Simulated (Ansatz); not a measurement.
Reaction (ligand exchange at the Si–C bond): `C=C[SiH2][SiH2]S` + CH₃SH → `CS[SiH2][SiH2]S` + ethylene

Isolated molecules relaxed with PBE0-D4/def2-TZVP in Ansatz; ΔE leaves out vibrations. CCSD(T)/CBS is the MP2 limit (def2-TZVPP, def2-QZVPP) plus CCSD(T) − MP2 in def2-TZVPP, frozen cores. This one scheme is used for every species. DFT in def2-TZVPP. One conformer a species, not always the lowest.

```tsv
level	ΔE (eV)
PBE-D4	-0.65
PBE	-0.61
```

(1) What does CCSD(T)/CBS give? (An estimate is asked.)

Largest T1 diagnostic among the species: 0.012.

Results:

(1) Ansatz gave: -0.62 eV. The listed levels differ from it by -0.03, 0.01 eV.

The D4 term adds −0.07 eV with B3LYP and −0.04 eV with PBE0; it sums over pairs of atoms, weighted by their polarisabilities, and B3LYP, whose exchange is more repulsive, gets the larger term. In def2-TZVPP, CCSD(T) changes the Hartree–Fock value by −0.08 eV (the triples alone add −0.02 eV) and MP2 by −0.13 eV.

B3LYP here is the variant with VWN-RPA as its local correlation; programs differ in this.
